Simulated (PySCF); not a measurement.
These are PBE0-D3(BJ)/def2-TZVP in PySCF 2.14.0 values and carry that method's errors. All species are isolated molecules in the gas phase. One relaxed conformer stands for a flexible species; it need not be the lowest. Delta-SCF ions had no search for a lower state. Excitations are Tamm–Dancoff values on a coarser integration grid. The basis has no diffuse functions, so Rydberg states are missing or too high.

Reference species (SMILES): `C=C([SiH3])CO` (Si–C–C–O torsion -45°, C–C–O–H torsion -59°) (neutral, multiplicity 1).

* **T1 excitation (TDA)**: 4.17 eV
* **vertical ionisation energy (Delta-SCF)**: 9.73 eV
* **brightest of the four lowest singlets (TDA)**: 7.26 eV

After one change: the T1 excitation (TDA) goes up by 0.12 eV; the vertical ionisation energy (Delta-SCF) decreases by 1.09 eV; the brightest of the four lowest singlets (TDA) falls by 0.29 eV.

Name the change that produced these shifts. The new species is one of these.
(A) `C/C=C(\O)[SiH3]` (Si–C–O–H torsion 180°)
(B) `C=C(O)C[SiH3]` (C–C–O–H torsion 0°, O–C–C–Si torsion -69°)
(C) `C/C=C(/O)[SiH3]` (Si–C–O–H torsion 180°)
(D) `C=C[C@@H](O)[SiH3]` (C–C–C–Si torsion 120°, Si–C–O–H torsion -66°)

B, `C=C(O)C[SiH3]` (C–C–O–H torsion 0°, O–C–C–Si torsion -69°)
